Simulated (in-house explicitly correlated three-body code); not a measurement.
Computed with an exponentially correlated three-body code. Model: two electrons around a point charge, non-relativistic, variational in 260 exponentially correlated functions (energies converged to about 1e-7 hartree, or 1e-8 relative for large Z), ground state as one setting changes.

Given: nuclear charge 14.

```csv
Yukawa screening of all interactions (1/bohr),ground energy (hartree),binding of second electron (eV),mean radius (bohr),mean distance of electrons (bohr),mean cosine of angle
0.028,-186.652193,2423,0.1101,0.16166,-0.0094996
0.07,-185.524183,2408.2,0.1101,0.16167,-0.0094993
0.14,-183.655487,2383.7,0.11011,0.16168,-0.0094983
0.28,-179.960058,2335.3,0.11014,0.16173,-0.0094945
0.49,-174.519849,2264.1,0.11023,0.16187,-0.0094842
0.7,-169.200176,2194.4,0.11037,0.16207,-0.0094691
1.05,?,?,?,?,?
1.4,-152.299704,1973.3,0.11111,0.16321,-0.0093882
2.1,-136.604317,1768,0.11228,0.16501,-0.0092681
2.8,-122.031181,1577.6,0.11387,0.16743,-0.0091159
3.5,-108.510812,1401.1,0.11587,0.17049,-0.0089363
4.2,?,?,?,?,?
5.6,-73.7090907,947.7,0.12464,0.18394,-0.0082577
7,-54.8612149,702.88,0.13344,0.19749,-0.007698
8.4,-39.1617699,499.58,0.14575,0.21651,-0.0070494
9.8,-26.3796235,334.71,0.16357,0.24418,-0.0063002
11.2,-16.3177319,205.6,0.19102,0.28704,-0.0054293
```

Q: What follows for Yukawa screening of all interactions = 4.2?

A: ground energy -95.9837583 hartree; binding of second electron 1237.8 eV; mean radius 0.1183 bohr; mean distance of electrons 0.17421 bohr; mean cosine of angle -0.0087323.

Q: What follows for Yukawa screening of all interactions = 1.05?

A: ground energy -160.593484 hartree; binding of second electron 2081.8 eV; mean radius 0.11068 bohr; mean distance of electrons 0.16256 bohr; mean cosine of angle -0.0094341.
